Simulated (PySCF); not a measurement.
Symmetry of computed structures. Level of theory: PBE0/pcSseg-1 in PySCF (dipole) on a GFN2-xTB geometry, gas phase. The symmetry is that of the one conformer found, every atom within 0.08 Å of its image; none is proved a minimum here.

Question: What symmetry has `[H]/[N:9]=[CH:8]\[CH2:7][SiH2:6]/[N:5]=[C:2](\[CH3:1])[C:3]#[N:4]` with C2–N5–Si6–C7 -119°, N5–Si6–C7–C8 -170°, Si6–C7–C8–N9 95°?

Answer: C1; near-prolate asymmetric top; symmetry number 1; this conformer is chiral (no improper operation); dipole 3.71 D; A, B, C = 3531, 540.7, 498.2 MHz.

Question: What symmetry has `[SiH3:1][n:2]1[n:3][n:4][cH:5][c:6]1[CH:7]1[CH2:8][CH2:9]1` with C5–C6–C7–C8 35°, H–Si1–N2–N3 1° (nearest H)?

Answer: Cs; asymmetric top; symmetry number 1; 2 operations, which sort the 18 atoms into 14 sets; dipole 4.94 D, in the ab plane, which is the mirror; A, B, C = 2113, 1158, 801.8 MHz; heavy atoms equivalent by symmetry: C8/C9.

Question: What symmetry has `[CH2:1]=[CH:2][n:3]1[n:4][n:5][c:6]([CH3:7])[c:8]1[SiH3:9]` with C1–C2–N3–N4 0°, H–C7–C6–N5 0° (nearest H), H–Si9–C8–C6 0° (nearest H)?

Answer: Cs; asymmetric top; symmetry number 1; 2 operations, which sort the 18 atoms into 16 sets; dipole 3.72 D, in the ab plane, which is the mirror; heavy atoms equivalent by symmetry: none.

Question: Point group, rotor type and polarity of `[cH:1]1[cH:2][cH:3][c:4](-[c:5]2[cH:6][cH:7][cH:8][s:9]2)[cH:10][cH:11]1` with C3–C4–C5–C6 180°?

Answer: Cs; near-prolate asymmetric top; symmetry number 1; 2 operations, which sort the 19 atoms into 19 sets; dipole 0.55 D, in the ab plane, which is the mirror; A, B, C = 2811, 617.0, 505.9 MHz.

Question: Point group, rotor type and polarity of `[CH3:1][O:2][C:3]1=[C:4]([SiH2:5][F:6])[C:7](=[O:8])[O:9][CH2:10]1` with C1–O2–C3–C4 0°, C3–C4–Si5–F6 0°, H–C1–O2–C3 -60° (nearest H)?

Answer: Cs; asymmetric top; symmetry number 1; 2 operations, which sort the 17 atoms into 14 sets; dipole 4.61 D, in the ab plane, which is the mirror; A, B, C = 1441, 1095, 631.9 MHz.
